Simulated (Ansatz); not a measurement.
Harmonic vibrations of Ag₃O⁺ by finite differences.

```yaml
crystal:
  periodic: [false, false, false]
  atoms:
    - {symbol: Ag, position_ang: [1.759472, -1.088385, 0.031009]}
    - {symbol: Ag, position_ang: [-1.785920, -0.935225, -0.465965]}
    - {symbol: Ag, position_ang: [0.037002, 2.036829, 0.363783]}
    - {symbol: O, position_ang: [-0.010545, -0.013218, 0.071172]}
basis:
  gaussian: {orbitals: def2-SVP}
total_charge: 1
hamiltonian: {xc: {name: B3LYP}, dispersion: d4}
scf: {omitted_lower_state_checks: [starts]}
phonons: {temperatures: {t_min: 298.15, t_max: 900, t_step: 200}}
```

```sh
$ ansatz run in.yaml --threads 4 --pin off --events-out ev --progress --plain --max-ram 3916MiB
```

Shortened log:

```
Functional definition: B3LYP
mean field -14039.45088719 eV, -515.9403038225 hartree, gradient 8.4e-5 eV, S^2 0.000000; 0 other end points of the search recorded, 0 dependent functions left out
mean field -14039.45090576 eV, -515.9403045050 hartree, gradient 2.3e-6 eV, S^2 0.000000; 0 other end points of the search recorded, 0 dependent functions left out
mean field -14039.45081956 eV, -515.9403013374 hartree, gradient 1.9e-6 eV, S^2 0.000000; 0 other end points of the search recorded, 0 dependent functions left out
mean field -14039.45085157 eV, -515.9403025137 hartree, gradient 1.5e-6 eV, S^2 0.000000; 0 other end points of the search recorded, 0 dependent functions left out
mean field -14039.45090347 eV, -515.9403044209 hartree, gradient 2.4e-6 eV, S^2 0.000000; 0 other end points of the search recorded, 0 dependent functions left out
mean field -14039.45088770 eV, -515.9403038414 hartree, gradient 2.3e-6 eV, S^2 0.000000; 0 other end points of the search recorded, 0 dependent functions left out
mean field -14039.45088658 eV, -515.9403038001 hartree, gradient 2.2e-6 eV, S^2 0.000000; 0 other end points of the search recorded, 0 dependent functions left out
mean field -14039.45087832 eV, -515.9403034966 hartree, gradient 2.6e-6 eV, S^2 0.000000; 0 other end points of the search recorded, 0 dependent functions left out
mean field -14039.45089478 eV, -515.9403041015 hartree, gradient 2.3e-6 eV, S^2 0.000000; 0 other end points of the search recorded, 0 dependent functions left out
mean field -14039.45090529 eV, -515.9403044880 hartree, gradient 2.1e-6 eV, S^2 0.000000; 0 other end points of the search recorded, 0 dependent functions left out
mean field -14039.45083548 eV, -515.9403019222 hartree, gradient 1.8e-6 eV, S^2 0.000000; 0 other end points of the search recorded, 0 dependent functions left out
mean field -14039.45088280 eV, -515.9403036613 hartree, gradient 2.7e-6 eV, S^2 0.000000; 0 other end points of the search recorded, 0 dependent functions left out
mean field -14039.45088796 eV, -515.9403038509 hartree, gradient 2.7e-6 eV, S^2 0.000000; 0 other end points of the search recorded, 0 dependent functions left out
mean field -14039.45083872 eV, -515.9403020413 hartree, gradient 3.6e-6 eV, S^2 0.000000; 0 other end points of the search recorded, 0 dependent functions left out
mean field -14039.45084029 eV, -515.9403020991 hartree, gradient 3.7e-6 eV, S^2 0.000000; 0 other end points of the search recorded, 0 dependent functions left out
Total energy: -14039.72408418 eV, -515.9503436268 hartree
Atom 0 at     1.759472    -1.088385     0.031009 Å, force     0.000415     0.000096    -0.000314 eV/Å
Atom 1 at    -1.785920    -0.935225    -0.465965 Å, force    -0.000303     0.000127    -0.000415 eV/Å
Atom 2 at     0.037002     2.036829     0.363783 Å, force     0.000060     0.000265    -0.000349 eV/Å
Atom 3 at    -0.010545    -0.013218     0.071172 Å, force    -0.000172    -0.000489     0.001078 eV/Å
Dipole moment:     0.009228     0.011652    -0.062241 e Å
Vibrations: 14.37 48.40 48.41 175.46 536.40 536.51 cm⁻¹, zero-point energy 0.084282 eV
Checks for a lower state left out: starts
```

Hardware: 4 threads of Arm Neoverse V2 on a shared host. Wall time 22 s.

In the def2 sets Ag takes a core potential; there is no spin–orbit coupling. The structure comes from a short search, and lower isomers may exist.
